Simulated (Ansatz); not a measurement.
Reaction (ligand exchange at the Al–N bond): `[NH2][Al]([NH2])[F]` + HCl → `[NH2][Al]([F])[Cl]` + NH₃

Gas-phase electronic energies from Ansatz, PBE0-D4/def2-TZVP geometries. CBS: MP2 limit from def2 TZ/QZ plus the TZ coupled-cluster correction, frozen cores. This one scheme is used for every species. Functionals use def2-TZVPP. One conformer a species, not always the lowest.

`[NH2][Al]([NH2])[F]`:

```xyz
8

N    -0.156    1.474   -0.538
Al   -0.520   -0.165   -0.016
N     0.694   -1.303    0.554
F    -2.093   -0.665   -0.063
H    -0.849    2.126   -0.865
H     0.758    1.894   -0.556
H     1.680   -1.119    0.629
H     0.486   -2.241    0.854
```

HCl:

Cartesian coordinates in Å:
```
Cl -0.141 0.624 0.009
H 0.141 -0.624 -0.009
```

`[NH2][Al]([F])[Cl]`:

```xyz
6

N     0.935   -0.269   -0.236
Al   -0.659    0.239    0.265
F    -0.858    1.007    1.702
Cl   -2.325   -0.109   -0.930
H     1.774   -0.126    0.300
H     1.133   -0.743   -1.101
```

NH₃:

Cartesian coordinates in Å:
```
N 0.135 0.018 0.247
H 0.750 0.219 -0.532
H -0.247 -0.907 0.093
H -0.637 0.671 0.192
```

```tsv
level	ΔE (kJ/mol)
PBE-D4	-76.7
HF/def2-SVP	-84.6
```

Question: What does CCSD(T)/CBS give? (Best estimate.)

Answer: Ansatz gave: -75.9 kJ/mol. The listed levels differ from it by -0.8, -8.7 kJ/mol.

Largest T1 diagnostic among the species: 0.010.

In def2-TZVPP, CCSD(T) changes the Hartree–Fock value by +8.0 kJ/mol (the triples alone add −0.2 kJ/mol) and MP2 by +5.8 kJ/mol. From BLYP to BHLYP (50 % exact exchange), in def2-TZVPP and without D4, ΔE moves by −3.3 kJ/mol. Leaving LDA and LC-ωPBE aside and taking each functional with its dispersion term where it has one, the values, not all of them listed here, spread over 9.5 kJ/mol, from B97M-V to CAM-B3LYP-D4. LDA lies +7.3 kJ/mol from PBE without D4.
